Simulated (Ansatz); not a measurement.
CH2ClInSe (`[Cl][In]1[CH2][Se]1`). The species carries charge 0 and has multiplicity 1. Correlated methods include outer-core shells of In, Se, which these sets cover unevenly. Scalar relativity is left out up to krypton. In: def2 effective core potential.

```xyz
6

Cl    1.491    0.631    2.978
In    0.475    0.128    1.001
C    -0.358    0.142   -0.926
Se   -0.630   -1.752   -0.194
H    -1.290    0.675   -1.082
H     0.312    0.177   -1.778
```

**Question.** Give the diagnostics of a CCSD(T)/def2-TZVPP run (frozen core, the Gaussian-basis code of Ansatz). (Best estimate.)

**Answer.** Ansatz gave: T1 = 0.0139, largest single amplitude 0.041, largest double 0.042, (T) share of the correlation energy 4.1 %, 10 CCSD cycles. The RHF solution is stable towards an unrestricted one. T1 lies under the customary mark of 0.02 for closed shells.
